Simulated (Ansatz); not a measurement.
# How basis sets differ on C2H3BrF2 (2-bromo-1,1-difluoroethane)

C2H3BrF2 has 8 atoms, charge 0, and is taken as a singlet. As SMILES, `FC(F)CBr`. Geometry: relaxed at PBE0-D4/def2-TZVP. This is one conformer, not always the lowest.

```xyz
8

F    -1.3624    0.7781    0.7935
C    -0.0783    0.3695    0.6941
F     0.1369   -0.5600    1.6510
C     0.2166   -0.1781   -0.6760
Br   -0.8832   -1.6971   -1.1235
H     0.5681    1.2306    0.9076
H     0.0322    0.5915   -1.4230
H     1.2551   -0.4999   -0.7235
```

Each level gives the dipole moment (D). The values are calculated.

| level | kind | program | value (D) | CPU time |
| --- | --- | --- | --- | --- |
| HF/STO-3G | Hartree–Fock | Ansatz | 2.42 | 1.4 s |
| HF/3-21G | Hartree–Fock | Ansatz | 3.42 | 2 s |
| HF/6-31G* (spherical functions) | Hartree–Fock | Ansatz | 3.34 | 7.5 s |
| HF/def2-SVP | Hartree–Fock | Ansatz | 3.37 | 7.7 s |

All-electron rows without a relativistic Hamiltonian named are non-relativistic. The values span 2.42 to 3.42 D. Sets without polarisation functions give poor dipoles. Times are those of the runs behind each value, whatever else they computed, on shared processors of several kinds: orders of magnitude only.
